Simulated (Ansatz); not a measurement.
`[NH2][GaH][OH]`, charge 0, multiplicity 1.

Q: Give a relaxed structure at PBE0-D4/def2-TZVP (Ansatz 0.2.0). (An estimate is asked.)

A: Computed: 
```xyz
7

N    -1.0315    0.4719    0.7542
Ga    0.3171    0.2053   -0.4139
O     1.0335   -1.4279   -0.2616
H    -1.3319   -0.2298    1.4086
H    -1.5605    1.3222    0.8280
H     0.8203    1.2540   -1.4437
H     1.7530   -1.5958   -0.8716
```
Point group Cs.
